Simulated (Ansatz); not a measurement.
bis(oxalato)borate, `O=C1O[B-]2(OC1=O)OC(=O)C(=O)O2`. The state is a singlet with charge -1. Geometry r2SCAN-D4/def2-SVP, basis def2-TZVPD, Ansatz.

```xyz
13

O     2.442    1.630   -1.845
C     1.524    0.988   -1.405
O     1.180    0.871   -0.125
B     0.000   -0.001    0.000
O    -0.337   -0.406   -1.375
C     0.519    0.143   -2.232
O     0.519    0.012   -3.429
O    -1.122    0.700    0.647
C    -1.485    0.052    1.750
O    -2.369    0.363    2.506
C    -0.558   -1.184    1.887
O    -0.593   -2.003    2.768
O     0.279   -1.167    0.854
```

```
run  HOMO (eV)  LUMO (eV)
  A      -4.80       1.68
  B      -4.55       1.62
  C      -3.23       0.77
  D      -3.35       0.89
  E      -2.91       0.66
```

Question: The runs used B97M-V, PBE, PBE0, r2SCAN, r2SCAN0. Estimate which is which.

Answer: A r2SCAN0 (25 % exact exchange); B PBE0 (25 % exact exchange); C r2SCAN (0 % exact exchange); D B97M-V (0 % exact exchange); E PBE (0 % exact exchange). Exact exchange lowers occupied and raises empty levels; among semilocal functionals meta-GGAs tend to open the gap a little, and such runs are hard to tell apart. The gap grows from 3.56 eV (PBE) to 6.47 eV (r2SCAN0).
